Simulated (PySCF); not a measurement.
Two species compared at the same levels of theory.

First species: methyl butyrate, C5H10O2.
SMILES with atom numbers: `[CH3:1][CH2:2][CH2:3][C:4](=[O:5])[O:6][CH3:7]` (hydrogens: H8, H9, H10 on C1; H11, H12 on C2; H13, H14 on C3; H15, H16, H17 on C7)

Second species: C₅H₇ClO.
Bonds: C1–C2 (double), C2–C3, C3–Cl4, C2–C5, C5–C6, C5–O7 (double). Hydrogens: H8, H9 on C1; H10, H11 on C3; H12, H13, H14 on C6.

Levels: PBE0/def2-SVPD for dipole moment, HOMO energy, LUMO energy, HOMO–LUMO gap, static isotropic polarisability and electronic spatial extent ⟨r²⟩ about the centre of nuclear charge; TDDFT PBE0/def2-SVPD for lowest singlet excitation; TDA PBE0/def2-SVPD for lowest triplet excitation (Tamm–Dancoff); GFN2-xTB for rotational constant A and rotational constant C. Geometries: GFN2-xTB. All species are isolated and taken at one optimised geometry, non-relativistic unless stated. Electronic properties by PySCF.

The conformers computed, where there is a choice (atom-mapped SMILES and torsion angles):
- `[CH3:1][CH2:2][CH2:3][C:4](=[O:5])[O:6][CH3:7]`: C1–C2–C3–C4 -65°, C2–C3–C4–O5 -60°, C3–C4–O6–C7 -179°
- `[CH2:1]=[C:2]([CH2:3][Cl:4])[C:5]([CH3:6])=[O:7]`: C1–C2–C3–Cl4 0°, C1–C2–C5–C6 0°

Values for the first species:

| Property | Result |
| --- | --- |
| Dipole moment | 1.82 D |
| HOMO energy | -8.01 eV |
| LUMO energy | 0.17 eV |
| HOMO–LUMO gap | 8.18 eV |
| Lowest singlet excitation | 5.92 eV |
| Lowest triplet excitation (Tamm–Dancoff) | 5.39 eV |
| Static isotropic polarisability | 68.2 au |
| Electronic spatial extent ⟨r²⟩ about the centre of nuclear charge | 905 bohr² |
| Rotational constant A | 4.681 GHz |
| Rotational constant C | 1.495 GHz |

Question: Estimate the same properties for the second species, and the change in each.

Answer: 
```json
{"property": "dipole moment", "first": "1.82 D", "second": "2.82 D", "second less first": "+1.00 D"}
{"property": "HOMO energy", "first": "-8.01 eV", "second": "-7.72 eV", "second less first": "+0.29 eV"}
{"property": "LUMO energy", "first": "0.17 eV", "second": "-1.94 eV", "second less first": "-2.11 eV"}
{"property": "HOMO–LUMO gap", "first": "8.18 eV", "second": "5.78 eV", "second less first": "-2.40 eV"}
{"property": "lowest singlet excitation", "first": "5.92 eV", "second": "3.81 eV", "second less first": "-2.11 eV"}
{"property": "lowest triplet excitation (Tamm–Dancoff)", "first": "5.39 eV", "second": "3.28 eV", "second less first": "-2.11 eV"}
{"property": "static isotropic polarisability", "first": "68.2 au", "second": "76.7 au", "second less first": "+8.5 au"}
{"property": "electronic spatial extent ⟨r²⟩ about the centre of nuclear charge", "first": "905 bohr²", "second": "1139 bohr²", "second less first": "+234 bohr²"}
{"property": "rotational constant A", "first": "4.681 GHz", "second": "5.007 GHz", "second less first": "+0.326 GHz"}
{"property": "rotational constant C", "first": "1.495 GHz", "second": "0.959 GHz", "second less first": "-0.536 GHz"}
```

On the first: A dipole of 1.82 D is allowed in C1, and pure rotational transitions are dipole-allowed. The polarisability is 10.10 Å³ as a volume (1 au = 0.148185 Å³), or 1.22 au for each of the 56 electrons.

On the second: The 6 singlets span 3.81 to 7.17 eV, and their oscillator strengths add up to 0.25. S1 lies 1.97 eV below the HOMO–LUMO gap; its leading configuration is HOMO→LUMO, weight 0.97.
